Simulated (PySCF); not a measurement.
FMg (SMILES [F][Mg+]), charge +1, singlet, at a GFN2-xTB geometry (such geometries of metal compounds can be far from the true shape); TPSS/cc-pVDZ (PySCF).

Input for PySCF:
```python
from pyscf import gto, scf, dft

mol = gto.Mole()
mol.atom = '''
    Mg   -0.00000000   -0.00000000   -0.74597931
    F     0.00000000    0.00000000    0.99463908
'''
mol.basis = 'cc-pvdz'
mol.charge = 1
mol.verbose = 4
mol.build()

mf = dft.RKS(mol)
mf.xc = 'tpss'
mf.kernel()
mf.analyze()
```

It wrote (shortened):

```
PySCF version 2.14.0

[INPUT] verbose = 4
[INPUT] num. atoms = 2
[INPUT] num. electrons = 20
[INPUT] charge = 1
[INPUT] spin (= nelec alpha-beta = 2S) = 0
[INPUT] symmetry False subgroup None
[INPUT] Mole.unit = angstrom
[INPUT] Symbol           X                Y                Z      unit          X                Y                Z       unit  Magmom
[INPUT]  1 Mg     0.000000000000   0.000000000000  -0.745979310000 AA    0.000000000000   0.000000000000  -1.409696590492 Bohr   0.0
[INPUT]  2 F      0.000000000000   0.000000000000   0.994639080000 AA    0.000000000000   0.000000000000   1.879595453989 Bohr   0.0

nuclear repulsion = 32.8338130331715
number of shells = 10
number of NR pGTOs = 67
number of NR cGTOs = 32
basis = cc-pvdz
ecp = {}

******** <class 'pyscf.dft.rks.RKS'> ********
method = RKS
initial guess = minao
damping factor = 0
level_shift factor = 0
DIIS = <class 'pyscf.scf.diis.CDIIS'>
diis_start_cycle = 1
diis_space = 8
diis_damp = 0
SCF conv_tol = 1e-09
SCF conv_tol_grad = None
SCF max_cycles = 50
direct_scf = True
direct_scf_tol = 1e-13
XC library pyscf.dft.libxc version 7.1.2
    S. Lehtola, C. Steigemann, M. J. T. Oliveira, and M. A. L. Marques,  SoftwareX 7, 1–5 (2018)
XC functionals = tpss
    J. Tao, J. P. Perdew, V. N. Staroverov, and G. E. Scuseria,  Phys. Rev. Lett. 91, 146401 (2003)
    J. P. Perdew, J. Tao, V. N. Staroverov, and G. E. Scuseria,  J. Chem. Phys. 120, 6898 (2004)
    J. Tao, J. P. Perdew, V. N. Staroverov, and G. E. Scuseria,  Phys. Rev. Lett. 91, 146401 (2003)
    J. P. Perdew, J. Tao, V. N. Staroverov, and G. E. Scuseria,  J. Chem. Phys. 120, 6898 (2004)
radial grids:
    Treutler-Ahlrichs [JCP 102, 346 (1995); DOI:10.1063/1.469408] (M4) radial grids

becke partition: Becke, JCP 88, 2547 (1988); DOI:10.1063/1.454033
pruning grids: <function nwchem_prune>
grids dens level: 3
symmetrized grids: False
atomic radii adjust function: <function treutler_atomic_radii_adjust>
small_rho_cutoff = 0
Set gradient conv threshold to 3.16228e-05
Initial guess from minao.
tot grids = 32848
init E= -299.961172213005
  HOMO = -0.477353625263284  LUMO = -0.147384814041514  gap/eV = 8.97891
cycle= 1 E= -299.563280821449  delta_E= 0.398  |g|= 0.778  |ddm|= 1.26
  HOMO = -0.291280503932898  LUMO = -0.265035985009032  gap/eV = 0.71415
cycle= 2 E= -293.979124620577  delta_E= 5.58  |g|= 4.42  |ddm|= 2.95
  HOMO = -0.497044534618426  LUMO = -0.371480162264784  gap/eV = 3.41678
cycle= 3 E= -299.678324981729  delta_E= -5.7  |g|= 0.285  |ddm|= 2.62
  HOMO = -0.479872663945801  LUMO = -0.387583627516656  gap/eV = 2.51131
cycle= 4 E= -299.685459543008  delta_E= -0.00713  |g|= 0.138  |ddm|= 0.144
  HOMO = -0.493847620742645  LUMO = -0.386569590330956  gap/eV = 2.91918
cycle= 5 E= -299.689502574426  delta_E= -0.00404  |g|= 0.0356  |ddm|= 0.102
  HOMO = -0.498792850101232  LUMO = -0.38777531309988  gap/eV = 3.02094
cycle= 6 E= -299.689749234164  delta_E= -0.000247  |g|= 0.000709  |ddm|= 0.0258
  HOMO = -0.498598011514877  LUMO = -0.387765672495309  gap/eV = 3.01590
cycle= 7 E= -299.68974929047  delta_E= -5.63e-08  |g|= 0.000275  |ddm|= 0.000608
  HOMO = -0.498639911784708  LUMO = -0.387763157523797  gap/eV = 3.01711
cycle= 8 E= -299.689749308594  delta_E= -1.81e-08  |g|= 2.5e-05  |ddm|= 0.000295
  HOMO = -0.498636466788409  LUMO = -0.387762934217489  gap/eV = 3.01702
cycle= 9 E= -299.689749308719  delta_E= -1.25e-10  |g|= 7.66e-07  |ddm|= 2e-05
  HOMO = -0.498636907459778  LUMO = -0.387762964861299  gap/eV = 3.01703
Extra cycle  E= -299.689749308718  delta_E= 1.02e-12  |g|= 2.34e-06  |ddm|= 2.44e-06
converged SCF energy = -299.689749308718
**** SCF Summaries ****
Total Energy =                        -299.689749308718433
Nuclear Repulsion Energy =              32.833813033171509
One-electron Energy =                 -479.188666025935106
Two-electron Energy =                  146.665103684045192
Two-electron Coulomb Energy =          173.480529443825873
DFT Exchange-Correlation Energy =      -26.815425759780680
HOMO-LUMO gap [eV] =                     3.017033651606539
**** MO energy ****
MO #1   energy= -46.8235876807648  occ= 2
MO #2   energy= -24.5625457834827  occ= 2
MO #3   energy= -3.34232574137084  occ= 2
MO #4   energy= -2.1032767169849   occ= 2
MO #5   energy= -2.10327671698488  occ= 2
MO #6   energy= -2.10027655699119  occ= 2
MO #7   energy= -1.21575996172471  occ= 2
MO #8   energy= -0.531990836963704 occ= 2
MO #9   energy= -0.498636907459778 occ= 2
MO #10  energy= -0.498636907459778 occ= 2
MO #11  energy= -0.387762964861299 occ= 0
MO #12  energy= -0.234939266748372 occ= 0
MO #13  energy= -0.23493926674837  occ= 0
MO #14  energy= -0.173657560783314 occ= 0
MO #15  energy= -0.0879918874126222 occ= 0
MO #16  energy= -0.0335046561584733 occ= 0
MO #17  energy= -0.0335046561584704 occ= 0
MO #18  energy= 0.00820296486022931 occ= 0
 ** Mulliken pop on meta-lowdin orthogonal AOs  **
 ** Mulliken pop  **
pop of  0 Mg 1s           2.00000
pop of  0 Mg 2s           1.99992
pop of  0 Mg 3s           0.22633
pop of  0 Mg 4s           0.01567
pop of  0 Mg 2px          1.99991
pop of  0 Mg 2py          1.99991
pop of  0 Mg 2pz          1.99982
pop of  0 Mg 3px          0.04049
pop of  0 Mg 3py          0.04049
pop of  0 Mg 3pz          0.00198
pop of  0 Mg 4px          0.00244
pop of  0 Mg 4py          0.00244
pop of  0 Mg 4pz          0.00378
pop of  0 Mg 3dxy         0.00000
pop of  0 Mg 3dyz         0.01047
pop of  0 Mg 3dz^2        0.00024
pop of  0 Mg 3dxz         0.01047
pop of  0 Mg 3dx2-y2      0.00000
pop of  1 F 1s            1.99998
pop of  1 F 2s            1.96186
pop of  1 F 3s            0.00058
pop of  1 F 2px           1.94435
pop of  1 F 2py           1.94435
pop of  1 F 2pz           1.78780
pop of  1 F 3px           0.00175
pop of  1 F 3py           0.00175
pop of  1 F 3pz           0.00143
pop of  1 F 3dxy          0.00000
pop of  1 F 3dyz          0.00059
pop of  1 F 3dz^2         0.00061
pop of  1 F 3dxz          0.00059
pop of  1 F 3dx2-y2       0.00000
 ** Mulliken atomic charges  **
charge of    0Mg =      1.64565
charge of    1F =     -0.64565

WARN: System has nonzero charge 1; the dipole moment is origin-dependent.
Location of origin: [0. 0. 0.]

Dipole moment(X, Y, Z, Debye):  0.00000, -0.00000, -8.83000
```
